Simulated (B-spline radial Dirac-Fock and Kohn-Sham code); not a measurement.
## How the levels of gadolinium move as electrons are removed

Calculated with a B-spline atomic structure program, using Dirac-Fock energy differences between relaxed states, corrected for Breit and QED terms. Each ion is free and in its tabulated ground configuration. Correlation and solid-state effects are left out.

Reference: Gd, [Xe] 4f7 5d1 6s2, with L3 7254.6 eV, M1 1898.0 eV, M3 1560.3 eV, M4 1229.0 eV, N6,7 12.79 eV, Kα1 (K-L3) 42993.5 eV, Kβ1 (K-M3) 48687.8 eV, Lα1 (L3-M5) 6056.0 eV. Shifts from it, in eV (a dash: the subshell is empty, belongs to an open shell averaged over j, or its hole state is left out as unreliable):

| ion | configuration | L3 | M1 | M3 | M4 | N6,7 | Kα1 | Kβ1 | Lα1 |
| --- | --- | --- | --- | --- | --- | --- | --- | --- | --- |
| Gd⁺ | [Xe] 4f7 5d1 6s1 | +7.0 | +6.9 | +6.9 | +6.9 | +6.9 | +0.01 | +0.04 | +0.02 |
| Gd²⁺ | [Xe] 4f7 5d1 | +15.0 | +14.9 | +14.9 | +15.0 | +14.9 | +0.07 | +0.13 | +0.05 |
| Gd³⁺ | [Xe] 4f7 | ? | ? | ? | ? | ? | ? | ? | ? |
| Gd⁴⁺ | [Xe] 4f6 | +50.8 | +51.9 | +51.9 | +51.7 | +48.4 | -0.92 | -1.99 | -0.89 |
| Gd⁵⁺ | [Kr] 4d10 4f6 5s2 5p5 | +68.7 | +69.4 | +69.4 | +69.3 | +65.4 | -0.51 | -1.17 | -0.55 |
| Gd⁶⁺ | [Kr] 4d10 4f6 5s2 5p4 | +87.5 | +87.7 | +87.6 | +87.6 | +83.0 | -0.02 | -0.20 | -0.19 |

Q: Give the missing shifts for Gd³⁺.

A: L3 +27.3, M1 +27.1, M3 +27.2, M4 +27.2, N6,7 +26.9, Kα1 0.00, Kβ1 +0.18, Lα1 +0.17 (eV).

Over this range L3 (2p3/2) moves by +87.5 eV and Kα1 by 0.0 eV: a line is a difference of two levels that shift in the same direction.
